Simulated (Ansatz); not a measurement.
F2H5NSi2, SMILES `N[Si](F)(F)[SiH3]` at its PBE0-D4/def2-TZVP geometry, where that method's forces vanish. Total charge 0; spin multiplicity 1.

```csv
atom,x (Å),y (Å),z (Å)
N1,1.414,-1.086,0.162
Si2,0.271,-0.235,-0.746
F3,-0.438,-1.313,-1.681
F4,0.908,0.819,-1.763
Si5,-1.254,0.905,0.603
H6,1.925,-0.655,0.914
H7,1.888,-1.894,-0.207
H8,-0.497,1.701,1.608
H9,-2.095,1.823,-0.207
H10,-2.122,-0.066,1.318
```

Task: For each bond, give half the difference of the two atoms' forces along it (eV/Å; positive pushes the atoms apart) under PBE-D4, r2SCAN-D4, B3LYP-D4, ωB97M-V in def2-TZVPP. (Estimate.)

Result: Ansatz gave: 
```csv
bond,length (Å),PBE-D4,r2SCAN-D4,B3LYP-D4,ωB97M-V
N1–Si2,1.690,-0.01,0.00,0.04,0.05
N1–H6,1.006,0.17,0.01,-0.02,-0.02
N1–H7,1.008,0.18,0.02,-0.02,-0.03
Si2–F3,1.593,0.50,0.05,0.17,0.15
Si2–F4,1.598,0.47,0.05,0.16,0.12
Si2–Si5,2.334,-0.27,-0.05,-0.02,-0.09
Si5–H8,1.489,0.09,-0.01,-0.07,-0.09
Si5–H9,1.485,0.09,-0.01,-0.07,-0.10
Si5–H10,1.486,0.09,-0.01,-0.07,-0.09
```

B3LYP here is the variant with VWN-RPA as its local correlation; programs differ in this.
